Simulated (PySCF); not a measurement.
## Radial density of Zn (zinc, neutral)

UHF, [Ar] 3d10 4s1 5s1, high-spin 3S determinant (an excited configuration). Calculation: PySCF 2.14, in aug-cc-pVQZ-DK (9s8p6d4f3g2h, 140 functions); the spin-free X2C one-electron Hamiltonian (Gaussian nucleus).

| r (bohr) | 4πr²ρ (e/bohr) | 4πr²(ρα − ρβ) |
| --- | --- | --- |
| 0.000858 | 0.2701 | 0.0001 |
| 0.00144 | 0.6720 | 0.0003 |
| 0.00243 | 1.637 | 0.0007 |
| 0.00408 | 3.860 | 0.0016 |
| 0.00687 | 8.585 | 0.0034 |
| 0.0116 | 17.25 | 0.0067 |
| 0.0194 | 29.05 | 0.0104 |
| 0.0327 | 36.62 | 0.0094 |
| 0.0550 | 32.00 | 0.0004 |
| 0.0925 | 30.93 | 0.0056 |
| 0.156 | 42.05 | 0.0229 |
| 0.262 | 26.58 | -0.0342 |
| 0.440 | 21.51 | -0.0082 |
| 0.740 | 21.12 | -0.0494 |
| 1.25 | 5.989 | 0.1993 |
| 2.09 | 1.137 | 0.5271 |
| 3.52 | 0.2060 | 0.1882 |
| 5.92 | 0.1480 | 0.1480 |
| 9.97 | 0.09954 | 0.0995 |
| 16.8 | 0.001045 | 0.0010 |

Densities and radii are taken from the X2C orbitals without a picture-change correction, which distorts them close to the nucleus.

The outer electron is Rydberg-like, and this basis confines it to a smaller radius and binds it less than a complete one would.

(1) Where is the radial spin density 4πr²(ρα − ρβ) most negative, and why is it negative at all?

## Answers

(1) Around r = 0.740 bohr, down to -0.0494 e/bohr: exchange with the open shell polarises the paired shells in an unrestricted calculation.
